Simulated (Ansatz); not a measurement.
`C=C1O[SiH2]O1`, charge 0, multiplicity 1.

Give a relaxed structure at PBE0-D4/def2-TZVP (the Gaussian-basis code of Ansatz). (Best estimate.)

The calculation gave: 
```xyz
9

C    -0.3227    0.5561   -1.7278
C    -0.0919    0.1584   -0.4919
O    -0.8811   -0.6480    0.3047
Si    0.2806   -0.4834    1.5020
O     0.9954    0.4511    0.3080
H    -1.2252    0.2434   -2.2300
H     0.3926    1.1911   -2.2273
H     1.0057   -1.7225    1.8547
H    -0.1533    0.2537    2.7077
```
Point group C2v.
This is one stationary point; other conformers may exist.
